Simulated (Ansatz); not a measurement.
Cost and result for the atomization energy of C2H6GeO2Si, SMILES `O[SiH](O)C#[C][GeH3]` (12 atoms, 11 bonds).

| atom | x (Å) | y (Å) | z (Å) |
| --- | --- | --- | --- |
| O1 | -2.372 | 1.371 | 0.910 |
| Si2 | -1.960 | 0.435 | -0.371 |
| O3 | -2.835 | -0.940 | -0.396 |
| C4 | -0.165 | 0.091 | -0.234 |
| C5 | 1.027 | -0.121 | -0.138 |
| Ge6 | 2.894 | -0.463 | -0.011 |
| H7 | -1.656 | 1.701 | 1.454 |
| H8 | -2.268 | 1.104 | -1.646 |
| H9 | -2.778 | -1.526 | 0.361 |
| H10 | 3.421 | -0.814 | -1.406 |
| H11 | 3.584 | 0.797 | 0.522 |
| H12 | 3.108 | -1.635 | 0.954 |

Total charge 0; spin multiplicity 1. Correlated methods include outer-core shells of Ge, which these sets cover unevenly. Scalar relativity is left out up to krypton. The geometry is a stationary point of PBE0-D4/def2-TZVP. It is one conformer, not always the lowest. Program: Ansatz. All runs use 2 threads of an AMD EPYC 7R13 on a shared host and a share of an NVIDIA H100 80 GB. Times are those of one run each, without the atoms' runs, and a repeat can differ threefold. Electronic energies, without spin–orbit coupling; frozen cores. CCSD(T)/CBS adds CCSD(T) − MP2 in def2-TZVPP to the MP2 limit, and its time is that of the two runs behind it. T1 = 0.012. With those shells the extrapolation isn't a true limit. B3LYP takes the VWN-RPA correlation (the form of Gaussian; ORCA's B3LYP/G).

CCSD(T)/CBS is a level of theory with its own doubt, some kJ/mol a heavy atom from the limit and from the frozen cores, so smaller differences don't rank the functionals.

```tsv
level	functions	wall time
PBE0-D4/def2-TZVPP	298	1.9 s
PBE-D4/def2-TZVPP (with forces)	298	2 s
B3LYP-D4/def2-TZVPP (with forces)	298	2.1 s
r2SCAN-D4/def2-TZVPP (with forces)	298	2.4 s
B2PLYP/def2-TZVPP	298	2.4 s
ωB97X-V/def2-TZVPP	298	3.2 s
ωB97M-V/def2-TZVPP (with forces)	298	3.5 s
CCSD(T)/def2-TZVPP	298	4.8 s
MP2/def2-QZVPP	567	5 s
CCSD(T)/CBS(def2)	–	9.8 s
```

**Question.** What atomization energy does each give, and how far from CCSD(T)/CBS? (Best estimate.)

**Answer.** The calculation gave: 
| level | atomization (kcal/mol) | difference from CCSD(T)/CBS | per bond |
| --- | --- | --- | --- |
| PBE0-D4/def2-TZVPP | 1084.0 | -14.9 | -1.4 |
| PBE-D4/def2-TZVPP (with forces) | 1106.5 | 7.6 | 0.7 |
| B3LYP-D4/def2-TZVPP (with forces) | 1086.5 | -12.4 | -1.1 |
| r2SCAN-D4/def2-TZVPP (with forces) | 1094.7 | -4.2 | -0.4 |
| B2PLYP/def2-TZVPP | 1082.1 | -16.8 | -1.5 |
| ωB97X-V/def2-TZVPP | 1094.5 | -4.4 | -0.4 |
| ωB97M-V/def2-TZVPP (with forces) | 1092.8 | -6.1 | -0.6 |
| CCSD(T)/def2-TZVPP | 1069.6 | -29.3 | -2.7 |
| MP2/def2-QZVPP | 1113.0 | 14.1 | 1.3 |
| CCSD(T)/CBS(def2) | 1098.9 | 0.0 | 0.0 |

In def2-TZVPP, CCSD(T) changes the Hartree–Fock value by +287.2 kcal/mol (the triples alone add +19.0 kcal/mol) and MP2 by +313.2 kcal/mol; breaking electron pairs costs correlation energy, which Hartree–Fock lacks. From PBE to PBE0 (25 % exact exchange), in def2-TZVPP and without D4, the atomization energy moves by −21.6 kcal/mol: exact exchange takes away binding that semilocal exchange gives to molecules. The D4 term adds +10.0 kcal/mol with B3LYP and +5.3 kcal/mol with PBE0; it sums over pairs of atoms, weighted by their polarisabilities, and B3LYP, whose exchange is more repulsive, gets the larger term.
